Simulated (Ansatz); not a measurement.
Al4H⁺: single points at one geometry.

```yaml
crystal:
  periodic: [false, false, false]
  atoms:
    - {symbol: Al, position_ang: [1.913330, 0.192482, 0.396890]}
    - {symbol: Al, position_ang: [-1.934866, -0.120584, -0.311748]}
    - {symbol: Al, position_ang: [0.027384, 1.522536, -0.821693]}
    - {symbol: Al, position_ang: [-0.159194, -1.079812, 1.342192]}
    - {symbol: H, position_ang: [0.153346, -0.514622, -0.605631]}
basis:
  gaussian: {orbitals: def2-TZVP, initial_orbitals: start.molden}
total_charge: 1
hamiltonian: {xc: pbe0, dispersion: d4}
scf: {omitted_lower_state_checks: [starts]}
output: {orbitals: {seedname: orbitals}}
```

The file start.molden holds the orbitals of an earlier run on this structure, at another level or in another basis.

```sh
$ ansatz run in.yaml --threads 4 --pin off --events-out ev --progress --plain --max-ram 3916MiB
```

It prints (some lines left out):

```
Functional definition: PBE0
  name "PBE0"
  cite "Adamo & Barone, J. Chem. Phys. 110, 6158 (1999) doi:10.1063/1.478522"
  cite "Perdew, Burke & Ernzerhof, Phys. Rev. Lett. 77, 3865 (1996) doi:10.1103/PhysRevLett.77.3865"
  parent pbe
  parameter a = 0.25
  parameter kappa = 0.804
  parameter beta = 0.06672455060314922
  exchange = (1 - a)*pbe_x(kappa = kappa, mu = beta*pi^2/3) + a*exact_x
  correlation = pbe_c(beta = beta)
these checks for a lower state are left out or cut short: starts
1160 factors; their error is unknown
mean field evaluation 1: about -26381.7530 eV, gradient 1.1e2 eV
mean field evaluation 2: about -26383.3197 eV, gradient 1.9e0 eV
mean field evaluation 4: about -26383.3821 eV, gradient 6.3e-2 eV
mean field -26383.38215383 eV, -969.5714108545 hartree, gradient 2.8e-5 eV, S^2 0.000000; 0 other end points of the search recorded, 0 dependent functions left out
reference -26383.38218105 eV, -969.5714118549 hartree; 26, 26 occupied and 128, 128 virtual orbitals, 1160 factors
Total energy: -26383.56845966 eV, -969.5782574676 hartree
Checks for a lower state left out: starts
```

Hardware: 4 threads of Arm Neoverse V1 on a shared host. Wall time 1.8 s.

As the first input, with `gaussian: {orbitals: def2-TZVPP, initial_orbitals: start.molden}`, `correlation: {method: ccsd_t}` and without the key `hamiltonian` (abridged; 12 s):

```
Functional definition: HF
mean field evaluation 16: about -26337.9207 eV, gradient 1.3e0 eV
mean field evaluation 32: about -26336.1089 eV, gradient 2.2e0 eV
mean field -26339.07306525 eV, -967.9430818830 hartree, gradient 1.9e-6 eV, S^2 0.000000; 2 other end points of the search recorded, 0 dependent functions left out; unrestricted orbitals would lower it
determinant -26339.07306525 eV, -967.9430818830 hartree, with singles and doubles -26347.47643303 eV, -968.2518999529 hartree
determinant -26337.93579470 eV, -967.9012879610 hartree, with singles and doubles -26346.70790551 eV, -968.2236570875 hartree
determinant -26336.07187118 eV, -967.8327900354 hartree, with singles and doubles -26344.81511287 eV, -968.1540982409 hartree
20 core orbitals not correlated: weight in the atoms' cores, before any rotation towards them, 1.000 or more for the frozen orbitals, at most 0.000 for the correlated occupied ones
second order -7.28978919 eV of doubles, -0.00000000 eV of singles
cycle   1  -8.16698231 eV  change   -2.7e-1 eV  update   3.0e-2
cycle   2  -8.19948634 eV  change   -3.3e-2 eV  update   6.7e-3
cycle   3  -8.19750420 eV  change    2.0e-3 eV  update   2.5e-3
cycle   4  -8.19897378 eV  change   -1.5e-3 eV  update   1.2e-3
cycle   5  -8.19902616 eV  change   -5.2e-5 eV  update   7.4e-4
cycle   6  -8.19888075 eV  change    1.5e-4 eV  update   3.9e-4
cycle   7  -8.19902231 eV  change   -1.4e-4 eV  update   1.7e-4
cycle   8  -8.19910356 eV  change   -8.1e-5 eV  update   9.2e-5
cycle   9  -8.19909286 eV  change    1.1e-5 eV  update   6.3e-5
cycle  10  -8.19907984 eV  change    1.3e-5 eV  update   4.1e-5
cycle  11  -8.19907327 eV  change    6.6e-6 eV  update   1.9e-5
cycle  12  -8.19907495 eV  change   -1.7e-6 eV  update   8.5e-6
perturbative correction -0.66166034 eV, -0.0243155691 hartree
Total energy: -26347.93380054 eV, -968.2687078988 hartree
Checks for a lower state left out: starts
```

First input, but with `hamiltonian: {xc: pbe, dispersion: d4}` (abridged; 1.6 s):

```
Functional definition: PBE
mean field evaluation 16: about -26381.3882 eV, gradient 4.9e-6 eV
mean field -26381.38823683 eV, -969.4981357562 hartree, gradient 4.9e-6 eV, S^2 0.000000
Total energy: -26381.60703276 eV, -969.5061763584 hartree
Checks for a lower state left out: starts
```

As the first input, with `hamiltonian: {xc: r2scan, dispersion: d4}` (abridged; 2.8 s):

```
Functional definition: r2SCAN
mean field -26392.44733929 eV, -969.9045502757 hartree, gradient 2.3e-5 eV, S^2 0.000000
Total energy: -26392.48697126 eV, -969.9060067235 hartree
Checks for a lower state left out: starts
```

Geometry: PBE0-D4/def2-SVP, that of the neutral doublet.

Correlated methods freeze 20 core orbitals. The restricted singlet is unstable towards broken spin symmetry in Hartree–Fock (as tested in another run); at PBE0-D4/def2-TZVP, PBE-D4/def2-TZVP, r2SCAN-D4/def2-TZVP this wasn't settled. At CCSD(T)/def2-TZVPP T1 of the charge 1 singlet is large (up to 0.023), so the single-reference result is doubtful. At CCSD(T)/def2-TZVPP the restricted singlet (for correlated methods, its reference) is unstable: a solution with broken spin symmetry lies lower. At PBE-D4/def2-TZVP an occupied level of the charge 1 singlet lies above an empty one (by up to 0.07 eV), so this SCF solution is probably not the lowest. In the singlet geometry the species has come apart into loosely held pieces. At PBE0-D4/def2-TZVP a triplet of charge 1 lies 0.30 eV below the restricted singlet at the same geometry. The structure comes from a short search, and lower isomers may exist.
